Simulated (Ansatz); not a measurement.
`Cc1ccc(F)cc1` + `C[O][Ge][SH]` → `C[O][Ge][S]C` + `Fc1ccccc1`  (substitution at a C–C bond)

Gas-phase electronic energies from Ansatz, PBE0-D4/def2-TZVP geometries. CCSD(T)/CBS is the MP2 limit (def2-TZVPP, def2-QZVPP) plus CCSD(T) − MP2 in def2-TZVPP, frozen cores. DFT in def2-TZVPP. HSE06 is defined as in plane-wave codes. For Ge outer-core shells are correlated without core-valence functions, which leaves a few kJ/mol of doubt a bond. Scalar relativity is left out up to krypton. Each species was taken in one conformer, which may not be the lowest.

| level | ΔE (kJ/mol) | difference from CCSD(T)/CBS |
| --- | --- | --- |
| LDA (SPW92) | 23.1 | 5.7 |
| revPBE-D4 | 18.4 | 1.0 |
| HSE06-D4 | 18.2 | 0.8 |
| ωB97X-V | 18.5 | 1.1 |
| PBE-QIDH | 18.4 | 1.0 |
| revPBE | 13.5 | -3.9 |
| r2SCANh | 17.1 | -0.3 |
| BHLYP | 17.3 | -0.1 |
| CAM-B3LYP | 18.6 | 1.2 |
| LC-ωPBE | 18.8 | 1.4 |
| CCSD/def2-SVP | 28.4 | 11.0 |
| MP2/def2-TZVPP | 20.1 | 2.7 |
| CCSD/def2-TZVPP | 20.0 | 2.6 |
| CCSD(T)/def2-TZVPP | 19.5 | 2.1 |
| HF/def2-QZVPP | 17.1 | -0.3 |
| SCS-MP2/def2-QZVPP | 18.0 | 0.6 |
| CCSD(T)/CBS | 17.4 | 0 |

Task: What do rigid-rotor, harmonic-oscillator terms from PBE0-D4/def2-TZVP frequencies (298.15 K, 1 bar) make of the CCSD(T)/CBS value? (Best estimate.)

Result: The calculation gave: ΔZPE = +6.4 kJ/mol, ΔH = +23.5 kJ/mol, ΔS = -8 J/(mol·K), ΔG = +26.0 kJ/mol. Modes under 50 cm⁻¹ make the entropy rough.

Largest T1 diagnostic among the species: 0.015.

From BLYP to BHLYP (50 % exact exchange), in def2-TZVPP and without D4, ΔE moves by +3.4 kJ/mol. Leaving LDA and LC-ωPBE aside and taking each functional with its dispersion term where it has one, the values, not all of them listed here, spread over 4.4 kJ/mol, from B2PLYP to B97M-V. LDA lies +7.3 kJ/mol from PBE without D4.
